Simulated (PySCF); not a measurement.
Worked example for 2-(methylthio)naphthalene: ionisation energy to the radical cation

Structure: `CSc1ccc2ccccc2c1` (C11H10S).

These are calculated values, ωB97X-D3(BJ)/ma-def2-SVP in PySCF (grid level 2) at geometries from PBE0-D3(BJ)/def2-SVP. The prefix ma- adds one diffuse s and one diffuse p function on all atoms but H. Zero-point energies come from unscaled GFN2-xTB harmonic frequencies. These were taken at the GFN2-xTB minima.

| state | structure | E / Eh |
| --- | --- | --- |
| parent | parent | -823.205224 |
| radical cation | parent | -822.918845 |
| radical cation | radical cation | -822.923559 |
| parent | radical cation | -823.200515 |

Zero-point energy of the radical cation less that of the parent: -0.033 eV. 1 Eh = 27.2114 eV.

Problem. Work out the vertical and adiabatic ionisation energy.

Solution. Vertical: (-822.918845) − (-823.205224) = 0.286379 Eh = 7.79 eV. Adiabatic: 0.281665 Eh = 7.665 eV, and 7.63 eV with zero-point energy.

Problem. And the inner reorganisation energy of self-exchange?

Solution. The radical cation relaxes by 128.3 meV and the parent by 128.1 meV, so λ = 256 meV.

Caveats: ma-def2-SVP is a small basis, whose errors can reach tens of kJ/mol.
